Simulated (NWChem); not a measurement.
System: BNH3F; SMILES NBF

The following NWChem deck was run.

```
start job
memory heap 200 mb stack 900 mb global 1100 mb
geometry units angstroms
  B     -0.486616     0.073353     0.000000
  H     -1.681822     0.102167     0.000000
  F      0.196205     1.230028     0.000000
  N      0.208728    -1.139008     0.000000
  H      1.218733    -1.194037     0.000000
  H     -0.257592    -2.033736     0.000000
end
basis spherical
  * library 3-21g
end
dft
  xc b3lyp
  iterations 150
end
driver
  maxiter 120
end
task dft optimize
task dft freq
```

The level has its own optimisation; frequencies are unscaled.

Task: Predict the main results of this run. (B3LYP/3-21G.) Quantities: r B–H (Å); r B–F (Å); r B–N (Å); r H–N (Å); highest harmonic frequency (cm⁻¹); lowest (cm⁻¹); zero-point energy (kcal/mol); dipole (D).

Result: The r B–H (Å) comes out as 1.193 and the r B–F (Å) is 1.367. The r B–N (Å) is 1.404 and the r H–N (Å) is 1.017. The highest harmonic frequency (cm⁻¹) comes out as 3607 and the lowest (cm⁻¹) is 444. The zero-point energy (kcal/mol) is 27.1 and the dipole (D) comes out as 2.70.
